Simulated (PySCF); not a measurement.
C2H8FNOSi, SMILES CC[Si@](N)(O)F.

Coordinates come from a B3LYP-D3(BJ)/def2-SVP optimisation. The structure was generated by enumeration; whether it is a known compound was not checked. One conformer was computed; it need not be the lowest.

Level of theory: TDDFT-PBE0/def2-SVPD run with PySCF 2.14.0.

Vertical excitations. Isolated molecule, no solvent.

| state | energy (eV) | λ (nm) | f | main pairs |
|---|---|---|---|---|
| S1 | 6.86 | 181 | 0.037 | HOMO→LUMO 90 % |
| S2 | 7.59 | 163 | 0.014 | HOMO→LUMO+1 80 % |
| S3 | 7.63 | 163 | 0.034 | HOMO−1→LUMO 86 % |
| S4 | 8.09 | 153 | 0.033 | HOMO−1→LUMO+1 59 %, HOMO→LUMO+2 29 % |
| S5 | 8.17 | 152 | 0.006 | HOMO→LUMO+2 60 %, HOMO−1→LUMO+1 28 % |
| S6 | 8.42 | 147 | 0.002 | HOMO→LUMO+4 48 %, HOMO→LUMO+3 32 % |
| S7 | 8.66 | 143 | 0.019 | HOMO−2→LUMO 70 % |
| S8 | 8.79 | 141 | 0.016 | HOMO−1→LUMO+2 91 % |
| S9 | 8.90 | 139 | 0.014 | HOMO→LUMO+3 61 %, HOMO→LUMO+4 33 % |
| S10 | 9.05 | 137 | 0.001 | HOMO−3→LUMO 81 % |
| T1 | 6.51 | 191 | 0 | HOMO→LUMO 79 % |
| T2 | 7.39 | 168 | 0 | HOMO−1→LUMO 80 % |
| T3 | 7.50 | 165 | 0 | HOMO→LUMO+1 77 % |
| T4 | 7.79 | 159 | 0 | HOMO−1→LUMO+1 66 %, HOMO→LUMO+2 10 % |
Triplets are in the Tamm–Dancoff approximation, which puts them higher than full response would, so one can lie above its singlet here.
